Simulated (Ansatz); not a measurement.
Consider the formal exchange of groups at a B–C bond: `B[C@@H](F)[Si@@H](N)F` + `C[SiH2][NH][AlH2]` → `BC[SiH2][NH][AlH2]` + `N[SiH](F)CF`.

Calculated with Ansatz (gas phase, PBE0-D4/def2-TZVP geometries, no zero-point term in ΔE). CCSD(T)/CBS is the MP2 limit (def2-TZVPP, def2-QZVPP) plus CCSD(T) − MP2 in def2-TZVPP, frozen cores. Functionals use def2-TZVPP. B3LYP here is the variant with VWN-RPA as its local correlation; programs differ in this. One conformer a species, not always the lowest.

`B[C@@H](F)[Si@@H](N)F`:

Cartesian coordinates in Å:
```
B 1.277 -0.908 1.319
C 0.851 0.278 0.456
F 1.659 0.564 -0.655
Si -0.922 -0.050 -0.172
N -1.102 0.901 -1.554
F -1.065 -1.628 -0.428
H 2.156 -1.647 0.997
H 0.649 -1.103 2.320
H 0.744 1.201 1.046
H -1.948 0.275 0.841
H -0.314 1.075 -2.155
H -1.984 1.041 -2.016
```

`C[SiH2][NH][AlH2]`:

Z-matrix (Å, degrees):
```
C
Si 1 1.868
H 1 1.094 2 110.6
H 1 1.093 2 111.0 3 119.5
H 1 1.093 2 111.0 3 -120.2
N 2 1.730 1 112.9 3 -179.8
H 2 1.493 1 108.1 3 -56.9
H 2 1.488 1 110.2 3 61.4
Al 6 1.781 2 129.4 1 -117.5
H 6 1.013 2 114.6 1 63.7
H 9 1.581 6 118.4 2 1.3
H 9 1.584 6 117.5 2 -179.1
```

`BC[SiH2][NH][AlH2]`:

Cartesian coordinates in Å:
```
B 0.481 -1.108 -2.437
C -0.458 -0.748 -1.282
Si 0.382 0.534 -0.168
N -0.580 0.889 1.221
Al -0.215 0.615 2.945
H 1.260 -2.013 -2.333
H 0.502 -0.453 -3.440
H -0.686 -1.576 -0.604
H -1.380 -0.246 -1.595
H 0.626 1.759 -0.978
H 1.679 0.014 0.337
H -1.467 1.332 1.017
H 1.154 -0.082 3.315
H -1.299 1.084 4.000
```

`N[SiH](F)CF`:

Cartesian coordinates in Å:
```
N 0.697 -1.424 -0.069
Si -0.636 -0.384 -0.049
F -1.469 -0.340 -1.420
C 0.033 1.351 0.264
F 1.225 1.524 -0.444
H 0.609 -2.426 -0.063
H 1.568 -1.120 -0.474
H -1.608 -0.813 0.983
H 0.248 1.503 1.327
H -0.667 2.129 -0.055
```

(1) Is it downhill or uphill in electronic energy at CCSD(T)/CBS, and by how much? (Estimate.)

(2) What do these levels give: PBE-D4, r2SCAN-D4, PBE0-D4, PBE0, B3LYP, CCSD(T)/def2-TZVPP? (An estimate is asked.)

Largest T1 diagnostic among the species: 0.012.

Results:

(1) Ansatz gave: Nearly level: ΔE = +0.01 eV.

(2) Computed: PBE-D4 0.07, r2SCAN-D4 0.07, PBE0-D4 0.04, PBE0 0.04, B3LYP 0.04, CCSD(T)/def2-TZVPP 0.01 eV.
